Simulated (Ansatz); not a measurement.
# Worked example: vertical ionisation energy of AgCl (silver chloride)

The species is AgCl (2 atoms), meant as a singlet with charge 0. SMILES: `[Cl][Ag]`. The shape is that of a PBE0-D4/def2-TZVP optimisation.

```tsv
atom	x (Å)	y (Å)	z (Å)
Cl	0.9876	-0.3775	0.4910
Ag	-0.9581	0.3174	-0.4870
```

Both states at this one shape; open shells run unrestricted unless said. 1 Eh = 27.2114 eV.

| level | program | singlet AgCl (Eh) | doublet AgCl+ (Eh) |
| --- | --- | --- | --- |
| HF/def2-TZVPP (core potential) | Ansatz | -605.672452 | -605.356373 |
| SVWN5/STO-3G | Ansatz | -5596.846526 | -5596.608578 |
| BHLYP/STO-3G | Ansatz | -5603.868526 | -5603.650324 |
| CCSD/def2-TZVPP (core potential), 5 core orbitals frozen | Ansatz | -606.506342 | -606.147827 |

Work out the vertical ionisation energy at each level.


1. HF/def2-TZVPP (core potential): -605.356373 − (-605.672452) = 0.316079 Eh = 8.60 eV.
2. SVWN5/STO-3G: -5596.608578 − (-5596.846526) = 0.237948 Eh = 6.47 eV.
3. BHLYP/STO-3G: -5603.650324 − (-5603.868526) = 0.218202 Eh = 5.94 eV.
4. CCSD/def2-TZVPP (core potential): -606.147827 − (-606.506342) = 0.358515 Eh = 9.76 eV.

No measured value is set beside it here; the levels span 5.94 to 9.76 eV. Spin-orbit coupling, which splits open shells on such heavy atoms by tenths of an eV, is left out. Minimal sets are far from the basis-set limit. All-electron rows are non-relativistic unless named.
